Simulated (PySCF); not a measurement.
Al(Cl)(I)(OMe) (CH3AlClIO), SMILES C[O][Al]([Cl])[I].

The structure is a stationary point at B3LYP-D3(BJ)/def2-SVP. The structure was generated by enumeration; whether it is a known compound was not checked. The def2 effective core potentials stand for the cores of I; spin–orbit coupling is left out. One conformer was computed; it need not be the lowest.

Two levels are set side by side: TDA-PBE/def2-SVPD (PySCF) and TDA-B3LYP/def2-SVPD (PySCF). Vertical, same geometry. The lowest singlet is HOMO→LUMO 99 % with PBE and HOMO→LUMO 99 % with the other functional; states are paired by order. Differences are taken from unrounded values.

```tsv
quantity	TDA-B3LYP	TDA-PBE	TDA-PBE minus TDA-B3LYP
lowest singlet excitation (eV)	5.18	4.81	-0.37
lowest triplet excitation (TDA) (eV)	4.88	4.54	-0.34
first bright state (f over 0.05) (eV)	6.20	5.71	-0.48
its oscillator strength	0.08	0.06	-0.02
```

A lower first singlet is the usual sign of a functional without exact exchange. Differences between two approximate levels are no errors against the true value.

Rough cost on one machine, each run with all the roots and properties that it gave: TDA-B3LYP against TDA-PBE about 2 times.
